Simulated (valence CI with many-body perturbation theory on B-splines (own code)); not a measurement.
# Energy levels of Rb3+

Computed by configuration interaction combined with many-body perturbation theory (CI+MBPT): six valence electrons over a frozen Dirac-Fock core [Ar] 3d10, radial functions for each j: 9 s, 9 p, 8 d, 6 f, 3 g, 1 h, with the one-electron correlation potential Σ1 (screened to all orders), the two-electron term Σ2, the three-electron term Σ3, Breit, model QED; selected single and double excitations, second order for the rest, scaled by the run's own slope (own B-spline code, finite nucleus).

Set against measurement, 34 paired levels are off by 311 cm⁻¹ on average, the worst by 610. Among the levels kept, up to 1700 cm⁻¹ of a level comes from second order outside the variational space, and about a tenth of that is noise between levels of different J, which matters for small intervals.

Levels 1 to 35 of 35, with energies above the lowest level, 4s²4p⁴ ³P_2. "Leading %" is the weight of the configuration and term that name the level; weights of strongly mixed levels are sums over their largest components and can fall short. Lifetimes count E1, E2, E3, M1 and M2 decay at the calculated energies, and are blank where another channel may lead or the interval is too uncertain; long ones can be off by a factor of two.

| No. | Configuration | Term | J | E (cm⁻¹) | Leading % | g | Lifetime | Second component |
| --- | --- | --- | --- | --- | --- | --- | --- | --- |
| 1 | 4s²4p⁴ | ³P | 2 | 0.0 | 91 | 1.476 |  | 5 % 4s²4p⁴ ¹D |
| 2 | 4s²4p⁴ | ³P | 1 | 6245 | 96 | 1.501 | 192 ms |  |
| 3 | 4s²4p⁴ | ³P | 0 | 6950 | 89 |  | 42.9 s | 6 % 4s²4p⁴ ¹S |
| 4 | 4s²4p⁴ | ¹D | 2 | 17410 | 90 | 1.025 | 88.6 ms | 5 % 4s²4p⁴ ³P |
| 5 | 4s²4p⁴ | ¹S | 0 | 38545 | 88 |  | 8.36 ms | 6 % 4s²4p⁴ ³P |
| 6 | 4s4p⁵ | ³P° | 2 | 134635 | 77 | 1.501 | 1.63 ns | 18 % 4s²4p³4d ³P° |
| 7 | 4s4p⁵ | ³P° | 1 | 139266 | 75 | 1.493 | 1.53 ns | 18 % 4s²4p³4d ³P° |
| 8 | 4s4p⁵ | ³P° | 0 | 142237 | 76 |  | 1.57 ns | 19 % 4s²4p³4d ³P° |
| 9 | 4s4p⁵ | ¹P° | 1 | 167736 | 48 | 1.008 | 862 ps | 45 % 4s²4p³4d ¹P° |
| 10 | 4s²4p³4d | ⁵D° | 0 | 170219 | 93 |  | 19.4 ns |  |
| 11 | 4s²4p³4d | ⁵D° | 1 | 170309 | 94 | 1.495 | 16.6 ns |  |
| 12 | 4s²4p³4d | ⁵D° | 2 | 170359 | 93 | 1.491 | 23.2 ns |  |
| 13 | 4s²4p³4d | ⁵D° | 3 | 170405 | 92 | 1.490 | 44.6 ns |  |
| 14 | 4s²4p³4d | ⁵D° | 4 | 170704 | 93 | 1.494 | 292 ms |  |
| 15 | 4s²4p³4d | ³D° | 2 | 181086 | 76 | 1.103 | 7.31 ns | 8 % 4s²4p³4d ³F° |
| 16 | 4s²4p³4d | ³D° | 3 | 182540 | 87 | 1.320 | 13.6 ns |  |
| 17 | 4s²4p³4d | ³D° | 1 | 183149 | 94 | 0.509 | 5.59 ns |  |
| 18 | 4s²4p³4d | ³F° | 2 | 187091 | 80 | 0.745 | 22.1 ns | 14 % 4s²4p³4d ³D° |
| 19 | 4s²4p³4d | ¹S° | 0 | 188062 | 92 |  | 44.3 ns |  |
| 20 | 4s²4p³4d | ³F° | 3 | 188568 | 85 | 1.092 | 15.9 ns |  |
| 21 | 4s²4p³4d | ³F° | 4 | 190467 | 86 | 1.236 | 96.0 ms | 6 % 4s²4p³4d ³G° |
| 22 | 4s²4p³4d | ³G° | 3 | 195383 | 85 | 0.783 | 9.78 ns | 6 % 4s²4p³4d ³F° |
| 23 | 4s²4p³4d | ³G° | 4 | 196040 | 78 | 1.082 |  | 15 % 4s²4p³4d ³F° |
| 24 | 4s²4p³4d | ³G° | 5 | 197124 | 95 | 1.200 |  |  |
| 25 | 4s²4p³4d | ¹G° | 4 | 199284 | 85 | 1.017 |  | 5 % 4s²4p³4d ³G° |
| 26 | 4s²4p³5s | ⁵S° | 2 | 202873 | 92 | 1.984 | 6.57 ns |  |
| 27 | 4s²4p³4d | ¹D° | 2 | 205057 | 80 | 1.010 | 3.05 ns | 5 % 4s²4p³4d ³F° |
| 28 | 4s²4p³4d | ³D° | 1 | 207037 | 90 | 0.522 | 736 ps |  |
| 29 | 4s²4p³5s | ³S° | 1 | 209608 | 77 | 1.901 | 176 ps | 9 % 4s²4p³4d ³P° |
| 30 | 4s²4p³4d | ³P° | 0 | 210298 | 90 |  | 2.43 ns |  |
| 31 | 4s²4p³4d | ³D° | 2 | 210609 | 85 | 1.155 | 902 ps |  |
| 32 | 4s²4p³4d | ³P° | 1 | 211642 | 78 | 1.553 | 222 ps | 11 % 4s²4p³5s ³S° |
| 33 | 4s²4p³4d | ³F° | 3 | 212513 | 85 | 1.076 | 2.76 ns | 5 % 4s²4p³4d ³G° |
| 34 | 4s²4p³4d | ³F° | 2 | 213291 | 87 | 0.710 | 1.60 ns |  |
| 35 | 4s²4p³4d | ³F° | 4 | 213361 | 80 | 1.224 | 9.54 ms | 7 % 4s²4p³4d ¹G° |

Names give the largest LS component (configuration and term), which can be under half, so a name can repeat, a term be missing and a line seem to break the LS rules; names also repeat where a configuration has a term twice.

The ionisation energy to 4s²4p³ ⁴S°3/2 of the next ion comes out as 52.162 eV (NIST: 52.2 ± 0.25 eV (semi-empirical)). All 35 levels together are meant to be complete up to 213368 cm⁻¹.
